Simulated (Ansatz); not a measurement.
HBN (SMILES [B]=N), doublet (typed; the unrestricted solution is spin-contaminated), geometry from GFN2-xTB; Ansatz (a quantum-chemistry and plane-wave program) with MP2/6-31G*.

Input for Ansatz:
Ansatz 0.2 input:
```yaml
crystal:
  periodic: [false, false, false]
  atoms:
    - {symbol: B, position_ang: [-0.00000000, -0.00000000, -0.84064362]}
    - {symbol: N, position_ang: [0.00000000, 0.00000000, 0.40129173]}
    - {symbol: H, position_ang: [0.00000000, 0.00000000, 1.39417598]}
basis:
  gaussian:
    orbitals: 6-31G*
magnetization: {spin_polarized: true, initial_magnetization: 1}
correlation: {method: mp2}
```

It wrote (shortened):

```
Functional definition: HF
311 factors; integrals over basis functions are off by at most 4.9e-4 eV
mean field evaluation 1: about -2163.7209 eV, gradient 2.5e1 eV
mean field evaluation 2: about -2163.7231 eV, gradient 2.5e1 eV
mean field evaluation 4: about -2167.0630 eV, gradient 2.8e0 eV
mean field evaluation 8: about -2167.2706 eV, gradient 3.4e-1 eV
mean field evaluation 16: about -2164.8919 eV, gradient 2.8e0 eV
mean field evaluation 32: about -2165.0017 eV, gradient 1.6e-1 eV
mean field -2167.27801487 eV, -79.6459980126 hartree, gradient 2.9e-6 eV, S^2 0.852071; 5 other end points of the search recorded, 0 dependent functions left out
2 core orbitals not correlated
reference -2167.27801487 eV, -79.6459980126 hartree; 5, 4 occupied and 25, 26 virtual orbitals, 311 factors
second order -5.85345465 eV of doubles, -0.00000000 eV of singles
Total energy: -2173.13146952 eV, -79.8611085035 hartree
```
